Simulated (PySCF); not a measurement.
Basis-set dependence of BSb at PBE0

PySCF, UKS reference; triplet, unpaired electrons σ ↑, π ↑; De to B + Sb without counterpoise correction.

```json
{"basis": "x2c-SVPall", "relativity": "spin-free X2C", "functions": "50", "Re (Å)": "2.050", "ωe (cm⁻¹)": "711", "De (eV)": "2.56", "μ (D)": "0.78"}
{"basis": "aug-cc-pVDZ/aug-cc-pVDZ-PP", "relativity": "scalar-relativistic core potentials", "functions": "55", "Re (Å)": "2.062", "ωe (cm⁻¹)": "688", "De (eV)": "2.40", "μ (D)": "0.75"}
{"basis": "x2c-TZVPPall", "relativity": "spin-free X2C", "functions": "91", "Re (Å)": "2.050", "ωe (cm⁻¹)": "694", "De (eV)": "2.52", "μ (D)": "0.82"}
```

(1) How does each smaller set differ from the one with most functions, x2c-TZVPPall?

A positive dipole means B(−)Sb(+). These are scalar-relativistic numbers at best; spin–orbit coupling would shift them, the dissociation energy most. The state was picked by a PBE0 search and need not be the measured ground state.

Results:

(1) x2c-SVPall: +0.0 pm, +2.4 % in ωe, +0.04 eV in De; aug-cc-pVDZ/aug-cc-pVDZ-PP: +1.2 pm, -0.9 % in ωe, -0.12 eV in De. All at PBE0; the set with most functions is neither the basis-set limit nor always the best. The rows treat relativity differently, so the differences are not basis effects alone.
